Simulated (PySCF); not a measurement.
Species: C4H4F2Ge.
Bonds: F1–C2, C2–C3 (double), C3–F4, C3–Ge5, Ge5–C6, C6–C7 (double), C2–C7. Hydrogens: H8, H9 on Ge5; H10 on C6; H11 on C7.

Computed, not measured: core-valence-separated Tamm–Dancoff BHandHLYP/aug-pcX-1 (pcseg-1 on H, def2-SVPD on Ge) in PySCF, non-relativistic, gas phase, PBE0-D3(BJ)/def2-SVP geometry.

Computed fluorine K-edge spectrum, Gaussian lines of 0.3 eV full width, highest printed point 100; it ends one width below the last computed root. The energies are unshifted.

(photon energy (eV), absorption): (685.0, 0), (685.1, 1), (685.2, 7), (685.3, 23), (685.4, 41), (685.5, 48), (685.6, 47), (685.7, 64), (685.8, 90), (685.9, 100), (686.0, 97), (686.1, 74), (686.2, 36), (686.3, 10), (686.4, 1), (686.5, 0), (686.6, 0), (686.7, 0), (686.8, 0), (686.9, 0), (687.0, 0), (687.1, 0), (687.2, 0), (687.3, 4), (687.4, 16), (687.5, 39), (687.6, 58), (687.7, 55), (687.8, 36), (687.9, 18), (688.0, 12), (688.1, 14), (688.2, 16), (688.3, 18)

Question: Where are the maxima, and which lines make them up?

Answer: 3 maxima:
- 685.5 eV: F1 (vinyl fluorine), 685.51 eV, f = 0.007, 48 % of the height at the exact maximum; F4 (vinyl fluorine), 685.42 eV, f = 0.008, 46 % of the height at the exact maximum
- 685.9 eV: F4 (vinyl fluorine), 685.81 eV, f = 0.023, 51 % of the height at the exact maximum; F1 (vinyl fluorine), 686.04 eV, f = 0.023, 49 % of the height at the exact maximum
- 687.6 eV: F4 (vinyl fluorine), 687.58 eV, f = 0.013, 62 % of the height at the exact maximum; F1 (vinyl fluorine), 687.74 eV, f = 0.009, 38 % of the height at the exact maximum

Further lines of some strength in the range: F4, 688.10 eV, f = 0.003.

Roots within 0.03 eV on the same or equivalent atoms count as one line; shares under 12 % aren't listed.

Vibrational structure and lifetime widths aren't in the curve. The ionisation threshold wasn't computed; near and above it a finite basis only mimics Rydberg series and continuum. Relativistic effects, spin–orbit coupling among them, are left out although an element past zinc is present.
